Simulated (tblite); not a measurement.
Compound: C₆H₉F₃O.
SMILES with atom numbers: `[CH2:1]=[C:2]([CH3:3])[C@H:4]([O:5][CH2:6][F:7])[CH:8]([F:9])[F:10]` (hydrogens: H11, H12 on C1; H13, H14, H15 on C3; H16 on C4; H17, H18 on C6; H19 on C8)

Computed with GFN2-xTB (tblite), gas phase: L-BFGS steps from a force-field or distance-geometry start until the largest atomic force falls under 0.01 eV/Å.

Step 15: E = -970.6699 eV
```
atom  x, y, z in Å  |  force x, y, z in eV/Å
C1     -1.5789   -0.7604   -1.3098   -0.001   0.010  -0.033
C2     -1.0660   -0.2574   -0.1971   -0.043  -0.035   0.020
C3     -1.8116   -0.2960    1.1030    0.019  -0.009   0.027
C4      0.3367    0.3161   -0.2041   -0.033   0.019  -0.037
O5      1.2223   -0.4307    0.6360   -0.008  -0.026  -0.048
C6      2.2571   -1.0486   -0.0144    0.032  -0.034  -0.012
F7      3.1011   -0.1468   -0.6140   -0.038  -0.020   0.050
C8      0.3730    1.7805    0.2614    0.004   0.070   0.005
F9      1.6349    2.2499    0.2478    0.063   0.018  -0.018
F10    -0.3252    2.5533   -0.6044   -0.097  -0.003  -0.015
H11    -2.5695   -1.1817   -1.3325    0.010   0.017   0.023
H12    -1.0442   -0.7708   -2.2435    0.021   0.036  -0.016
H13    -1.6332    0.5952    1.6983   -0.020  -0.028  -0.011
H14    -1.4886   -1.1579    1.6871    0.058   0.039   0.004
H15    -2.8808   -0.3901    0.9236    0.066  -0.007  -0.015
H16     0.7166    0.3219   -1.2318    0.034  -0.028  -0.059
H17     1.9353   -1.7299   -0.8226   -0.076   0.044   0.047
H18     2.8410   -1.5847    0.7401   -0.002  -0.007   0.051
H19    -0.0296    1.9473    1.2693    0.008  -0.057   0.038
```

Step 16: E = -970.6718 eV
```
atom  x, y, z in Å  |  force x, y, z in eV/Å
C1     -1.5784   -0.7579   -1.3110    0.007  -0.002  -0.027
C2     -1.0653   -0.2585   -0.1971   -0.049   0.001   0.018
C3     -1.8106   -0.2972    1.1039    0.047   0.004   0.008
C4      0.3369    0.3175   -0.2070   -0.060  -0.005  -0.032
O5      1.2207   -0.4303    0.6348   -0.025  -0.008  -0.074
C6      2.2546   -1.0511   -0.0132    0.037  -0.015  -0.020
F7      3.1009   -0.1513   -0.6115   -0.015   0.005   0.038
C8      0.3717    1.7819    0.2599    0.001   0.015   0.017
F9      1.6345    2.2485    0.2442    0.045   0.053  -0.028
F10    -0.3328    2.5540   -0.6015   -0.064   0.003  -0.011
H11    -2.5684   -1.1808   -1.3320    0.015   0.016  -0.001
H12    -1.0392   -0.7652   -2.2425   -0.010   0.026  -0.019
H13    -1.6319    0.5964    1.6960   -0.028  -0.036  -0.007
H14    -1.4815   -1.1568    1.6883    0.037   0.043   0.005
H15    -2.8806   -0.3923    0.9263    0.091  -0.017  -0.012
H16     0.7158    0.3228   -1.2365    0.028  -0.028  -0.010
H17     1.9367   -1.7315   -0.8240   -0.089   0.036   0.073
H18     2.8355   -1.5830    0.7456    0.012  -0.042   0.051
H19    -0.0284    1.9441    1.2698    0.019  -0.048   0.029
```

Step 17: E = -970.6734 eV
```
atom  x, y, z in Å  |  force x, y, z in eV/Å
C1     -1.5777   -0.7556   -1.3124    0.008  -0.010  -0.014
C2     -1.0653   -0.2595   -0.1970   -0.028   0.040  -0.003
C3     -1.8089   -0.2983    1.1048    0.062   0.011  -0.013
C4      0.3362    0.3188   -0.2103   -0.051  -0.019  -0.024
O5      1.2187   -0.4302    0.6323   -0.039   0.008  -0.064
C6      2.2530   -1.0537   -0.0121    0.022   0.007  -0.006
F7      3.1005   -0.1552   -0.6086    0.016   0.026   0.022
C8      0.3706    1.7837    0.2585    0.000  -0.040   0.015
F9      1.6347    2.2480    0.2401    0.000   0.074  -0.038
F10    -0.3409    2.5546   -0.5987   -0.021   0.003   0.010
H11    -2.5670   -1.1795   -1.3315    0.012   0.009  -0.026
H12    -1.0347   -0.7594   -2.2420   -0.038   0.016  -0.020
H13    -1.6311    0.5970    1.6938   -0.027  -0.025   0.005
H14    -1.4741   -1.1551    1.6895    0.025   0.033   0.013
H15    -2.8786   -0.3949    0.9285    0.087  -0.031  -0.009
H16     0.7154    0.3231   -1.2410    0.013  -0.023   0.028
H17     1.9362   -1.7325   -0.8240   -0.088   0.013   0.078
H18     2.8303   -1.5822    0.7517    0.016  -0.060   0.035
H19    -0.0271    1.9400    1.2709    0.034  -0.033   0.010
```

Step 18: E = -970.6751 eV
```
atom  x, y, z in Å  |  force x, y, z in eV/Å
C1     -1.5770   -0.7536   -1.3140    0.003  -0.013  -0.002
C2     -1.0660   -0.2597   -0.1973    0.005   0.066  -0.032
C3     -1.8061   -0.2993    1.1056    0.062   0.013  -0.027
C4      0.3346    0.3199   -0.2141   -0.014  -0.018  -0.012
O5      1.2161   -0.4300    0.6288   -0.042   0.014  -0.020
C6      2.2520   -1.0560   -0.0109   -0.004   0.028   0.019
F7      3.1006   -0.1587   -0.6053    0.040   0.033   0.009
C8      0.3696    1.7849    0.2573    0.000  -0.069   0.002
F9      1.6347    2.2490    0.2353   -0.052   0.080  -0.045
F10    -0.3490    2.5552   -0.5957    0.019  -0.001   0.036
H11    -2.5655   -1.1783   -1.3318    0.000  -0.002  -0.047
H12    -1.0311   -0.7534   -2.2420   -0.058   0.008  -0.023
H13    -1.6308    0.5973    1.6918   -0.019   0.000   0.021
H14    -1.4665   -1.1528    1.6910    0.023   0.015   0.021
H15    -2.8751   -0.3981    0.9307    0.061  -0.045  -0.008
H16     0.7152    0.3231   -1.2448   -0.004  -0.014   0.045
H17     1.9341   -1.7334   -0.8226   -0.074  -0.013   0.066
H18     2.8255   -1.5826    0.7581    0.006  -0.059   0.005
H19    -0.0250    1.9356    1.2723    0.048  -0.021  -0.008
```

Task: Estimate the geometry and energy of step 19. (The exact step hangs on the optimiser's Hessian estimate; all steps are aligned on step 18, rigid shifts and turns removed.)

Result: E = -970.6770 eV, largest force 0.128 eV/Å
```
atom  x, y, z in Å  |  force x, y, z in eV/Å
C1     -1.5764   -0.7515   -1.3160   -0.008  -0.010   0.006
C2     -1.0670   -0.2588   -0.1984    0.038   0.072  -0.057
C3     -1.8018   -0.3002    1.1060    0.046   0.012  -0.028
C4      0.3324    0.3209   -0.2186    0.036  -0.007   0.006
O5      1.2125   -0.4298    0.6244   -0.027   0.012   0.047
C6      2.2510   -1.0582   -0.0091   -0.030   0.041   0.044
F7      3.1017   -0.1622   -0.6013    0.051   0.026   0.002
C8      0.3685    1.7851    0.2560    0.001  -0.067  -0.014
F9      1.6334    2.2518    0.2292   -0.093   0.072  -0.050
F10    -0.3579    2.5557   -0.5914    0.046  -0.007   0.055
H11    -2.5639   -1.1770   -1.3336   -0.018  -0.015  -0.062
H12    -1.0282   -0.7465   -2.2425   -0.071   0.000  -0.031
H13    -1.6309    0.5975    1.6901   -0.005   0.032   0.034
H14    -1.4571   -1.1496    1.6933    0.028  -0.004   0.021
H15    -2.8698   -0.4025    0.9332    0.024  -0.060  -0.008
H16     0.7147    0.3229   -1.2486   -0.014  -0.006   0.040
H17     1.9304   -1.7348   -0.8195   -0.045  -0.034   0.047
H18     2.8202   -1.5840    0.7654   -0.014  -0.043  -0.035
H19    -0.0216    1.9305    1.2737    0.056  -0.013  -0.017
```

The energy changes by -0.0019 eV. The first-order estimate −F·Δx gives -0.0025 eV and the mean of the old and new forces, exact on a quadratic surface, -0.0019 eV. The step makes an angle of 68° with the force vector and moves no atom by more than 0.010 Å.

The cost below is that of the whole relaxation. Hardware: one thread of an Intel Xeon 6975P-C, shared host with 192 logical CPUs at a one-minute load of 135. Cost: 1.3 s.
